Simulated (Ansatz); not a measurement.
Reactions of `[SiH3][BH][GaH2]`.

Computed with Ansatz on PBE0-D4/def2-TZVP structures; ΔE is electronic, products minus reactants. CBS: MP2 limit from def2 TZ/QZ plus the TZ coupled-cluster correction, frozen cores. This one scheme is used for every species. For Ga, Sc, Se outer-core shells are correlated without core-valence functions, which leaves a few kJ/mol of doubt a bond. Scalar relativity is left out up to krypton. Each species was taken in one conformer, which may not be the lowest.

Question: Order these by ΔE at CCSD(T)/CBS, lowest first. (Estimate.)
A. `[SiH3][BH][GaH2]` + HCl → `Cl[BH][GaH2]` + SiH₄
B. `[SiH3][BH][GaH2]` + CH₃OH → `COB[SiH3]` + `[GaH3]`
C. `[SiH3][BH][GaH2]` + `[SiH3][CH2][GaH2]` → `[SiH3][SiH2][CH2][GaH2]` + `[BH2][GaH2]`
D. `[SiH3][BH][GaH2]` + H₂O → `O[BH][GaH2]` + SiH₄
E. `[SiH3][BH][GaH2]` + `N=C(N)[SeH]` → `N=C(N)[Se][SiH3]` + `[BH2][GaH2]`
F. `[SiH3][BH][GaH2]` + `N=C([SiH3])S` → `N=C([SiH3])S[SiH3]` + `[BH2][GaH2]`
G. `[SiH3][BH][GaH2]` → `[BH2][GaH][SiH3]`
H. `[SiH3][BH][GaH2]` + `[OH][Sc]([OH])[OH]` → `[OH][Sc]([OH])[O][SiH3]` + `[BH2][GaH2]`

Answer: B (-34.3 kcal/mol), D (-32.3 kcal/mol), H (-28.8 kcal/mol), A (-24.2 kcal/mol), E (-16.3 kcal/mol), F (-12.9 kcal/mol), G (-6.8 kcal/mol), C (-1.7 kcal/mol).

Largest T1 diagnostic: 0.016, for `[OH][Sc]([OH])[OH]`.
